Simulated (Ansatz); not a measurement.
Calculated with Ansatz (gas phase, PBE0-D4/def2-TZVP geometries, no zero-point term in ΔE). CBS: MP2 limit from def2 TZ/QZ plus the TZ coupled-cluster correction, frozen cores. Functionals use def2-TZVPP. For Se outer-core shells are correlated without core-valence functions, which leaves a few kJ/mol of doubt a bond. Scalar relativity is left out up to krypton. Each species was taken in one conformer, which may not be the lowest.

`[SiH3]NCBCl` + `NP(S)[SeH]` → `SP([SeH])BCl` + `NCN[SiH3]`  (redistribution)

`[SiH3]NCBCl`:

Cartesian coordinates in Å:
```
Si -1.446 -0.867 0.512
N -0.782 0.366 -0.489
C 0.642 0.430 -0.773
B 1.554 0.668 0.469
Cl 3.272 0.378 0.328
H -0.647 -0.909 1.766
H -2.864 -0.524 0.788
H -1.405 -2.242 -0.074
H -1.354 0.666 -1.264
H 0.853 1.331 -1.376
H 1.017 -0.401 -1.392
H 1.160 1.105 1.504
```

`NP(S)[SeH]`:

Z-matrix (Å, degrees):
```
N
P 1 1.721
H 1 1.013 2 112.2
H 1 1.012 2 112.2 3 -125.4
S 2 2.124 1 94.2 3 -64.7
Se 2 2.282 1 94.7 3 -171.6
H 5 1.343 2 93.1 1 150.8
H 6 1.468 2 91.5 1 -144.5
```

`SP([SeH])BCl`:

```xyz
8

S    -1.639    1.144   -0.520
P     0.143    0.421    0.329
Se    1.704    0.191   -1.269
B    -0.382   -1.356    0.694
Cl    0.724   -2.690    0.619
H    -1.470    2.407   -0.095
H     2.399    1.425   -0.878
H    -1.479   -1.542    1.120
```

`NCN[SiH3]`:

Cartesian coordinates in Å:
```
N 1.433 -0.497 1.408
C 0.388 -0.770 0.445
N 0.278 0.332 -0.470
Si -1.188 0.870 -1.177
H 1.613 -1.303 1.993
H 1.169 0.278 2.005
H -0.610 -0.921 0.891
H 0.652 -1.712 -0.057
H 1.161 0.568 -0.899
H -1.794 -0.054 -2.184
H -0.905 2.160 -1.857
H -2.198 1.049 -0.098
```

| level | ΔE (kcal/mol) |
| --- | --- |
| r2SCAN-D4 | 4.2 |
| ωB97X-V | 4.4 |
| ωB97M-V | 6.1 |
| CCSD/def2-TZVPP | 4.4 |
| CCSD(T)/def2-TZVPP | 3.9 |
| HF/def2-QZVPP | 6.0 |
| HF/CBS(def2) | 6.0 |
| CCSD/CBS(def2) | 5.1 |

Task: What does CCSD(T)/CBS give? (Best estimate.)

Result: Ansatz gave: +4.7 kcal/mol. The listed levels differ from it by -0.5, -0.3, 1.4, -0.3, -0.8, 1.3, 1.3, 0.4 kcal/mol.

Largest T1 diagnostic among the species: 0.014.

In def2-TZVPP, CCSD(T) changes the Hartree–Fock value by −1.7 kcal/mol (the triples alone add −0.4 kcal/mol) and MP2 by −1.6 kcal/mol.
